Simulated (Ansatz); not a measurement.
Frontier orbitals of Ge₄H₁₄Si₂ (`[GeH3][SiH2][GeH2][SiH2][GeH2][GeH3]`).

```xyz
20

Ge   -1.067   -2.522   -0.192
Si    1.107   -2.000   -1.010
Ge    1.280    0.254   -1.765
Si    1.730    1.726    0.051
Ge    0.154    1.347    1.790
Ge   -2.098    1.552    0.915
H    -2.127   -2.189   -1.255
H    -1.165   -4.021    0.143
H    -1.392   -1.724    1.081
H     1.414   -2.927   -2.135
H     2.111   -2.235    0.065
H     2.401    0.364   -2.817
H    -0.040    0.665   -2.447
H     1.637    3.142   -0.402
H     3.114    1.479    0.542
H     0.359   -0.071    2.356
H     0.350    2.347    2.946
H    -2.398    3.029    0.607
H    -2.231    0.752   -0.392
H    -3.139    1.032    1.919
```

Total charge 0; spin multiplicity 1. Correlated methods include outer-core shells of Ge, which these sets cover unevenly. Scalar relativity is left out up to krypton. The structure was optimised at the PBE0-D4/def2-TZVP level. It is one conformer, not always the lowest. Basis def2-TZVPP, Ansatz.

Orbital energies of one run (eV). Highest occupied ones, from the top: -7.36, -7.42, -7.79, -8.11, -8.55, -8.92, -8.97, -9.17, -9.24, -9.41, -9.65, -9.86, -10.09, -12.75. Empty: -0.80, -0.65, -0.35, -0.28, -0.21, 0.01.

Task: Which functional gave them?
A. BLYP
B. CAM-B3LYP
C. r2SCAN0
D. r2SCANh

Result: D. HOMO energies: r2SCANh -7.36, BLYP -6.57, r2SCAN0 -7.91, CAM-B3LYP -8.90 eV.
